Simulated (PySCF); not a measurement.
Fill in the blanks.

Compound: C₆H₅Cl₃.
SMILES: `C=C(C)C#CC(Cl)(Cl)Cl`

```tsv
property	level	value
point group of the GFN2-xTB geometry	GFN2-xTB	?
rotational constants A, B, C of the GFN2-xTB geometry	GFN2-xTB	1.450, 0.510, 0.485 GHz
dipole moment	PBE0/pcSseg-1	3.07 D
HOMO energy	PBE0/pcSseg-1	?
LUMO energy	PBE0/pcSseg-1	-1.69 eV
13C chemical shifts (computed TMS as zero) by class	GIAO PBE0/pcSseg-1	135.4 (1 C), 132.4 (1 C), 104.0 (1 C), 103.2 (1 C), 93.8 (1 C), 25.9 (1 C) ppm
1H chemical shifts (computed TMS as zero) by class	GIAO PBE0/pcSseg-1	?
isotropic shieldings of nuclei other than C and H, by class	GIAO PBE0/pcSseg-1	?
```

Electronic properties: PySCF, gas phase, density fitting. Geometry: GFN2-xTB; no solvent or vibrations. The shieldings hold no spin–orbit term; for a carbon that bears several chlorines this term is known to matter. NMR classes are plain means over equivalent atoms (diastereotopic ones count apart unless rotation or inversion swaps them), as if these changed places fast; in this geometry the members of some classes differ.

(1) Give the point group of the GFN2-xTB geometry.

(2) The 1H chemical shifts (computed TMS as zero) by class?

(3) What is the HOMO energy?

(4) Give the isotropic shieldings of nuclei other than C and H, by class.

Answers

(1) Cs.

(2) 5.96 (1 H), 5.94 (1 H), 2.10 (3 H) ppm.

(3) -7.50 eV.

(4) 383 (3 Cl) ppm.

In atomic units the dipole is 1.21 e·bohr (1 au = 2.5417 D). A dipole of 3.07 D is allowed in Cs, and pure rotational transitions are dipole-allowed. With B = h/(8π²I), that is 505.379 GHz u Å² over I, the principal moments of inertia are 348.7, 991.8 and 1042.6 u Å² (most abundant isotopes). The rotational constants make it an asymmetric top with κ = (2B − A − C)/(A − C) = -0.95, nearer the prolate limit (−1).
